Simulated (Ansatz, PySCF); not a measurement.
Process, species as SMILES: [SiH3][N][SiH2]O[SiH3] -> [SiH3]N[SiH]O[SiH3]
Structures are relaxed separately at B3LYP-D3(BJ)/def2-TZVP in Ansatz (a first-principles code), one conformer each, not searched for the lowest. Frequencies are from Ansatz or PySCF.

Property: isomerisation energy (enthalpy at 298 K, with B3LYP-D3(BJ) rigid-rotor harmonic-oscillator terms), in kcal/mol. Valence correlation only, unless marked. UHF or UKS for open shells. No spin-orbit coupling. No relativistic terms. CBS(X,Y): correlation extrapolated as X^-3; Hartree-Fock from the larger set.

| level | program | isomerisation energy (kcal/mol) | minus last row |
|---|---|---|---|
| PBE0/6-31G* | Ansatz | -14.5 | 1.6 |
| RPA@PBE/cc-pV(Q+d)Z | Ansatz | -15.8 | 0.3 |
| MP2/6-31G | Ansatz | -31.5 | -15.4 |
| RI-MP2/cc-pV(Q+d)Z | Ansatz | -22.3 | -6.2 |
| CCSD/6-31G* | Ansatz | -13.9 | 2.2 |
| CCSD(T)/cc-pV(D+d)Z | Ansatz | -13.7 | 2.4 |
| CCSD(T)/CBS(cc-pV(T+d)Z,cc-pV(Q+d)Z) | Ansatz | -16.1 | 0.0 |
